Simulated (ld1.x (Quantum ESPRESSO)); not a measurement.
## Sb (Z = 51): one change to a TM potential, before and after

| Property | Result |
| --- | --- |
| Element | antimony |
| Generator | ld1.x (Quantum ESPRESSO) 7.5 |
| Type | norm-conserving Troullier–Martins (Kleinman–Bylander form) |
| Functional | PBE |
| Relativity | fully relativistic |
| Frozen core | [Kr] |
| Valence charge | 15 |
| Reference configuration | 4d10 5s2 5p3 |
| Partial waves | 5p (bound): rc 2.00 bohr; 4d (bound): rc 1.45 bohr; 5s (bound): rc 1.85 bohr |
| Local potential | the s channel |
| Core correction | Bessel-smoothed model core, default radius (core density twice the valence density) |

Open shells are filled in proportion to 2j + 1 (rel_dist='average').

All-electron outer shells of the reference configuration (PBE, scalar-relativistic, ld1.x):

```
shell  level (eV)  outermost node (bohr)  outermost maximum (bohr)
   4s     -148.83                   0.39                      0.73
   4p     -101.79                   0.39                      0.76
   4d      -33.51                   0.38                      0.84
   5s      -12.83                   0.95                      1.90
   5p       -4.83                   1.04                      2.35
```

Change: wave 4d (bound): rc 1.45 bohr becomes 4d (bound): rc 1.10 bohr.

Cutoffs: the cutoffs (Ry, on a coarse ladder) from which the occupation-weighted sum of valence levels, in a spherical-Bessel basis at the reference potential, stays within 10 and 1 mRy of its value at 400 Ry; they do not see the model core or the augmentation charge, which bear on the density cutoff. Errors are all-electron minus pseudo energies relative to the spin-unpolarised reference configuration.

How do hardness, ghosts and transferability respond?

The potential gets harder (90 Ry and 160 Ry → 110 Ry and 180 Ry); the errors of the 7 common tests hardly move; neither file shows a bound ghost. A smaller radius makes the pseudo-wave follow the all-electron one further in, where it bends more sharply, so more plane waves are needed.

| quantity | base | changed |
| --- | --- | --- |
| cutoff, loose | 90 Ry | 110 Ry |
| cutoff, tight | 160 Ry | 180 Ry |
| loose cutoff by channel (10 mRy a level) | p 10 Ry, d 80 Ry, s 12 Ry | p 10 Ry, d 90 Ry, s 12 Ry |
| bound ghosts | none | none |
| error for 4d10 5s2 5p2, meV [ΔE 8.33 eV] | +1.1 | +1.1 |
| error for 4d10 5s2 5p1, meV [ΔE 24.32 eV] | +3.5 | +3.5 |
| error for 4d10 5s2 5p0, meV [ΔE 48.76 eV] | +0.2 | 0.0 |
| error for 4d10 5s2 5p3.3, meV [ΔE -1.16 eV] | +0.1 | +0.1 |
| error for 4d9 5s2 5p3, meV [ΔE 40.71 eV] | -369 | -383 |
| error for 4d10 5s2 5p2.5, meV [ΔE 3.27 eV] | +0.3 | +0.3 |
| error for 4d10 5s1 5p0, meV [ΔE 93.05 eV] | -13 | -13 |
| s: phases at 2.20 bohr within 0.05 rad from the reference energy up to (Ry; the scan ends near 5) | 3.7 | 3.7 |
| p1/2: phases at 2.20 bohr within 0.05 rad from the reference energy up to (Ry; the scan ends near 5) | to the end of the scan | to the end of the scan |
| p3/2: phases at 2.20 bohr within 0.05 rad from the reference energy up to (Ry; the scan ends near 5) | to the end of the scan | to the end of the scan |
| d3/2: phases at 2.20 bohr within 0.05 rad from the reference energy up to (Ry; the scan ends near 5) | 0.1 | 0.1 |
| d5/2: phases at 2.20 bohr within 0.05 rad from the reference energy up to (Ry; the scan ends near 5) | 0.2 | 0.2 |
